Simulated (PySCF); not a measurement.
An unknown is described by computed data only.

Elements present: C, H and Si. Monoisotopic mass: 180.0098 u.

* 1H NMR: chemical shifts (computed TMS as zero) by class: 4.30 (1 H), 4.21 (1 H), 3.95 (3 H), 3.49 (3 H), 3.47 (3 H), 0.21 (3 H), -0.09 (1 H), -0.37 (1 H) ppm [GIAO PBE0/pcSseg-1]
* Dipole: 0.36 D [PBE0/pcSseg-1]
* Rotational structure: rotational constants A, B, C: 0.802, 0.753, 0.470 GHz [GFN2-xTB]
* 13C NMR: chemical shifts (computed TMS as zero) by class: -7.8 (1 C), -11.5 (1 C) ppm [GIAO PBE0/pcSseg-1]
* NMR, other nuclei: isotropic shieldings of nuclei other than C and H, by class: 420 (1 Si), 427 (1 Si), 432 (1 Si), 462 (1 Si), 466 (1 Si) ppm [GIAO PBE0/pcSseg-1]

Gas-phase values; electronic properties from PySCF, density fitting. Levels stand in brackets. The structure is a single GFN2-xTB conformer in the gas phase; no vibrational or solvent corrections. GFN2-xTB frequencies show an imaginary mode (37i cm⁻¹), so this geometry is no minimum at that level. NMR classes are plain means over equivalent atoms (diastereotopic ones count apart unless rotation or inversion swaps them), as if these changed places fast.

Question: Which formula fits the mass and the elements?

Answer: C2H16Si5 (calculated 180.0098). No other formula that holds each of these elements comes within 0.0003 u with a fitting electron parity and a possible valence count.

Question: Give a SMILES that accounts for the data.

Answer: Numbering: `[CH3:1][Si@@H:2]([SiH3:3])[Si@H:4]([SiH3:5])[CH2:6][SiH3:7]`. Its formula, C2H16Si5, gives 0 degrees of unsaturation, so no ring and no π bond. 2 carbons fall into 2 classes; from least to most shielded: Si-methyl carbon [C1] (-7.8 ppm), sp3 carbon bound to silicon [C6] (-11.5 ppm). Hydrogen classes from least to most shielded: 1 H on an SiH silicon, Si2 (4.30 ppm), 1 H on an SiH silicon, Si4 (4.21 ppm), 3 H on an SiH3 silicon, Si7 (3.95 ppm), 3 H on an SiH3 silicon, Si5 (3.49 ppm), 3 H on an SiH3 silicon, Si3 (3.47 ppm), 3 H on an Si-methyl carbon, C1 (0.21 ppm), 1 H on an sp3 carbon bound to silicon, C6 (-0.09 ppm), 1 H on an sp3 carbon bound to silicon, C6 (-0.37 ppm). The other shieldings belong to: 420 ppm, SiH3 silicon [Si7]; 427 ppm, SiH silicon [Si4]; 432 ppm, SiH silicon [Si2]; 462 ppm, SiH3 silicon [Si5]; 466 ppm, SiH3 silicon [Si3]. The optimised geometry has point group C1 and is an asymmetric top. Structure: `C[Si@@H]([SiH3])[Si@H]([SiH3])C[SiH3]`. Computed isomers that give other values at the same levels: `C[SiH2][Si]([SiH3])([SiH3])C[SiH3]` (1H chemical shifts (computed TMS as zero) by class: 4.19 (2 H), 4.00 (3 H), 3.58 (6 H), 0.14 (3 H), -0.17 (2 H) ppm); `C[Si@@H]([SiH3])[Si@@H]([SiH3])C[SiH3]` (rotational constant A: 1.411 GHz; this holds for the one conformer computed); `C[SiH2][SiH2][SiH2][SiH2]C[SiH3]` (1H chemical shifts (computed TMS as zero) by class: 4.18 (2 H), 4.04 (2 H), 4.00 (3 H), 3.51 (2 H), 3.40 (2 H), 0.20 (3 H), -0.02 (2 H) ppm). The assignments are read from this structure; whether some other isomer fits the data as well wasn't checked. The mirror image fits equally.

Conformer computed: `[CH3:1][Si@@H:2]([SiH3:3])[Si@H:4]([SiH3:5])[CH2:6][SiH3:7]`: C1–Si2–Si4–Si5 -36°, Si2–Si4–C6–Si7 -65°.
